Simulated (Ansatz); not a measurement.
`S[SiH2][GeH3]` + `F/C=C\S` → `F/C=[CH]/[GeH3]` + `S[SiH2]S`  (formal exchange of groups at a Ge–Si bond)

Program: Ansatz. Geometries: PBE0-D4/def2-TZVP. ΔE: electronic, gas phase. CCSD(T)/CBS is the MP2 limit (def2-TZVPP, def2-QZVPP) plus CCSD(T) − MP2 in def2-TZVPP, frozen cores. Double bonds are as drawn, so ΔE can hold a change between cis and trans. DFT in def2-TZVPP. B3LYP here is the variant with VWN-RPA as its local correlation; programs differ in this. For Ge outer-core shells are correlated without core-valence functions, which leaves a few kJ/mol of doubt a bond. Scalar relativity is left out up to krypton. Each species was taken in one conformer, which may not be the lowest.

`S[SiH2][GeH3]`:

```xyz
9

S    -2.394   -0.481   -0.142
Si   -0.467   -0.051   -0.977
Ge    1.111    0.434    0.735
H    -1.951   -1.461    0.664
H     0.020   -1.172   -1.825
H    -0.698    1.134   -1.841
H     2.519    0.655    0.156
H     1.173   -0.749    1.718
H     0.687    1.690    1.512
```

`F/C=C\S`:

```xyz
7

F     0.422   -1.506   -0.587
C     0.126   -0.759    0.485
C    -0.168    0.527    0.383
S    -0.233    1.486   -1.068
H     0.154   -1.316    1.412
H    -0.398    1.069    1.291
H     0.096    0.499   -1.916
```

`F/C=[CH]/[GeH3]`:

Cartesian coordinates in Å:
```
F 1.410 2.283 0.689
C 0.982 1.025 0.528
C -0.118 0.727 -0.137
Ge -0.695 -1.104 -0.341
H 1.650 0.317 1.009
H -0.694 1.540 -0.569
H -2.085 -1.298 0.285
H -0.773 -1.475 -1.831
H 0.322 -2.015 0.366
```

`S[SiH2]S`:

Z-matrix (Å, degrees):
```
Si
S 1 2.126
S 1 2.137 2 108.8
H 1 1.482 2 104.0 3 120.9
H 1 1.484 2 113.0 3 -120.3
H 2 1.344 1 94.4 3 59.4
H 3 1.345 1 93.8 2 -156.0
```

```csv
level,ΔE (kcal/mol)
ωB97X-V,-18.2
PBE,-14.6
B3LYP,-16.7
HF/def2-TZVPP,-21.5
MP2/def2-TZVPP,-20.8
CCSD/def2-TZVPP,-19.5
HF/def2-QZVPP,-21.5
HF/CBS(def2),-21.5
```

Question: What does CCSD(T)/CBS give? (An estimate is asked.)

Answer: Computed: -19.0 kcal/mol. The listed levels differ from it by 0.8, 4.4, 2.3, -2.5, -1.8, -0.5, -2.5, -2.5 kcal/mol.

Largest T1 diagnostic among the species: 0.013.

In def2-TZVPP, CCSD(T) changes the Hartree–Fock value by +2.4 kcal/mol (the triples alone add +0.3 kcal/mol) and MP2 by +0.8 kcal/mol. From PBE to PBE0 (25 % exact exchange), in def2-TZVPP and without D4, ΔE moves by −1.7 kcal/mol.
